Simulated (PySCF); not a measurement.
## Where the electron goes

Species: C₆H₁₃P.
Geometry (GFN2-xTB, Å), atoms numbered from 1 in this order:
```xyz
20
C6H13P angstrom
C      1.324    0.803   -1.337
C      0.786   -0.274   -0.398
C      1.828   -0.625    0.661
C     -0.509    0.193    0.266
C     -1.235   -0.845    1.139
P     -2.913   -0.220    0.586
C     -1.699    0.455   -0.673
H      1.557    1.708   -0.779
H      0.592    1.050   -2.102
H      2.232    0.460   -1.828
H      0.567   -1.174   -0.986
H      1.461   -1.407    1.321
H      2.744   -0.975    0.191
H      2.065    0.250    1.263
H     -0.301    1.091    0.855
H     -1.081   -1.860    0.767
H     -1.033   -0.825    2.208
H     -2.859    0.928    1.395
H     -1.857    1.479   -1.004
H     -1.675   -0.202   -1.546
```

Theory: TDDFT PBE0/def2-SVPD, vertical, gas phase, core orbitals frozen in the response in PySCF.

Frontier orbitals with the atoms that hold most of them (Löwdin shares over 4%, at most four atoms; ? is withheld):

```
orbital  ε (eV)                            atoms
 LUMO+2    1.00  P6 11%, H18 11%, C1 10%, C3 10%
 LUMO+1    0.58     P6 18%, H18 9%, C5 9%, C7 9%
   LUMO       ?                                ?
   HOMO   -6.64    P6 56%, C7 10%, C5 10%, C4 8%
 HOMO-1   -8.56                                ?
 HOMO-2   -8.70  P6 17%, C4 12%, C2 12%, H18 11%
 HOMO-3   -9.22   C2 16%, C3 14%, C1 13%, C7 12%
```

Q: Give the leading atoms of the HOMO-1.

A: C7 (bonded to C, P and 2 H) 24%; C5 (bonded to C, P and 2 H) 24%; P6 (bonded to 2 C and H) 18%; C4 (bonded to 3 C and H) 7%. By element: carbon 54% or more, phosphorus 18%.

Q: Which atoms hold the LUMO, and with what shares?

A: P6 (bonded to 2 C and H) 39%; C7 (bonded to C, P and 2 H) 12%; C5 (bonded to C, P and 2 H) 12%; H18 (bonded to P) 9%. By element: phosphorus 39%, carbon 24% or more, hydrogen 9% or more.

Q: What is the LUMO energy, and the HOMO–LUMO gap?

A: ε(LUMO) = 0.38 eV; the gap is 7.01 eV (0.2578 hartree).

Q: How does S1 compare with the orbital gap of 7.01 eV?

A: S1 is at 5.81 eV (f = 0.040), 1.20 eV below the gap, made of HOMO→LUMO (98%). 

Q: One configuration dominates each of S1, S2, S7 and S8. Which, and how do the shares of the two leading atoms of either orbital change from the occupied to the empty one?

A: 
- S1 (5.81 eV, f 0.040), HOMO→LUMO (98%): P6 56% → 39%, C7 10% → 12%
- S2 (6.08 eV, f 0.024), HOMO→LUMO+1 (90%): P6 56% → 18%, C7 10% → 9%, H18 at most 9% → 9%
- S7 (7.73 eV, f 0.0004), HOMO-2→LUMO (80%): P6 17% → 39%, C4 12% → at most 9%, C7 at most 12% → 12%
- S8 (7.77 eV, f 0.046), HOMO-1→LUMO (91%): C7 24% → 12%, C5 24% → 12%, P6 18% → 39%

Time: 50 s wall. Hardware: an x86-64 server with one thread, shared host.

One conformer stands for the species.
